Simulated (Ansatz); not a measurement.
Cost and result for the atomization energy of AlBrH$_{2}$SSi, SMILES `[Br][Al]1[SiH2][S]1` (6 atoms, 6 bonds).

The species carries charge 0 and has multiplicity 1. Correlated methods include outer-core shells of Br, which these sets cover unevenly. Scalar relativity is left out up to krypton. The structure was optimised at the PBE0-D4/def2-TZVP level. Program: Ansatz. All runs use 2 threads of an Intel Xeon 6975P-C on a shared host. Times are those of one run each, without the atoms' runs, and a repeat can differ threefold. Electronic energies, without spin–orbit coupling; frozen cores. CCSD(T)/CBS adds CCSD(T) − MP2 in def2-TZVPP to the MP2 limit, and its time is that of the two runs behind it. T1 = 0.011. With those shells the extrapolation isn't a true limit. B3LYP takes the VWN-RPA correlation (the form of Gaussian; ORCA's B3LYP/G). HSE06 is the plane-wave form, built on full-range PBE exchange.

CCSD(T)/CBS is a level of theory with its own doubt, some kJ/mol a heavy atom from the limit and from the frozen cores, so smaller differences don't rank the functionals.

```
                             level  functions  wall time  atomization (kcal/mol)  difference from CCSD(T)/CBS  per bond
              revPBE-D4/def2-TZVPP        202      1.6 s                   406.2                         -9.7      -1.6
                BLYP-D4/def2-TZVPP        202      1.8 s                   400.9                        -15.0      -2.5
                  CCSD(T)/def2-SVP         96      2.7 s                   376.2                        -39.7      -6.6
                PBE0-D4/def2-TZVPP        202      3.3 s                   412.8                         -3.1      -0.5
               HSE06-D4/def2-TZVPP        202      3.9 s                   413.1                         -2.8      -0.5
r2SCAN-D4/def2-TZVPP (with forces)        202        4 s                   420.4                          4.5       0.8
 B3LYP-D4/def2-TZVPP (with forces)        202      4.9 s                   405.0                        -10.9      -1.8
               PBE-QIDH/def2-TZVPP        202      5.5 s                   413.0                         -2.9      -0.5
                 B2PLYP/def2-TZVPP        202      5.5 s                   402.4                        -13.5      -2.2
                ωB97X-V/def2-TZVPP        202      7.5 s                   417.3                          1.4       0.2
                    MP2/def2-QZVPP        359       16 s                   418.8                          2.9       0.5
                CCSD(T)/def2-TZVPP        202       31 s                   399.3                        -16.6      -2.8
                 CCSD(T)/CBS(def2)          –       47 s                   415.9                          0.0       0.0
```

At CCSD(T), def2-SVP lies −39.7 kcal/mol from the extrapolated value and def2-TZVPP −16.5 kcal/mol: correlation converges slowly with the basis, and small sets miss more of it in the bonded molecule than in its fragments. The D4 term adds +7.3 kcal/mol with B3LYP and +3.8 kcal/mol with PBE0; it sums over pairs of atoms, weighted by their polarisabilities, and B3LYP, whose exchange is more repulsive, gets the larger term. Leaving LDA and LC-ωPBE aside and taking each functional with its dispersion term where it has one, the values, not all of them listed here, spread over 23.9 kcal/mol, from BHLYP-D4 to B97M-V. LDA lies +55.8 kcal/mol from PBE without D4, its usual overbinding.
